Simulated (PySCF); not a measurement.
Pb³⁺ (lead, charge +3) across methods

[Xe] 4f14 5d10 6s1, 2S determinant. Calculation: PySCF 2.14, in aug-cc-pVDZ-PP with ECP60MDF; a scalar-relativistic core potential.

| method | E (hartree) | mean ε 5d α (eV) | mean ε 5d β (eV) | mean ε 6s α (eV) | Σ⟨r²⟩ (bohr²) | ⟨S²⟩ |
| --- | --- | --- | --- | --- | --- | --- |
| UHF | -190.01291 | -57.693 | -57.207 | -40.799 | 32.18 | 0.751 |
| BHandHLYP | -190.8035 | -54.078 | -53.692 | -39.740 | 32.18 | 0.750 |
| PBE0 | -190.9044 | -51.899 | -51.485 | -38.823 | 32.15 | 0.750 |
| wB97M-V | -190.8420 | -54.456 | -54.084 | -40.833 | 32.16 | 0.750 |
| BLYP | -190.8743 | -49.408 | -49.062 | -37.840 | 32.28 | 0.750 |
| wB97X-V | -190.8842 | -54.357 | -54.046 | -40.997 | 32.14 | 0.750 |
| LDA | -190.5912 | -49.568 | -49.211 | -38.286 | 32.32 | 0.750 |
| PBE | -190.9206 | -49.568 | -49.174 | -37.861 | 32.22 | 0.750 |

Q: Estimate the same row for r2SCAN.

A: E (hartree) = -190.9848; mean ε 5d α (eV) = -50.271; mean ε 5d β (eV) = -49.776; mean ε 6s α (eV) = -38.112; Σ⟨r²⟩ (bohr²) = 32.06; ⟨S²⟩ = 0.751.

Energies and moments cover only the electrons outside the core potential. Spin-orbit coupling, which splits the p, d and f shells strongly at this Z, is absent.
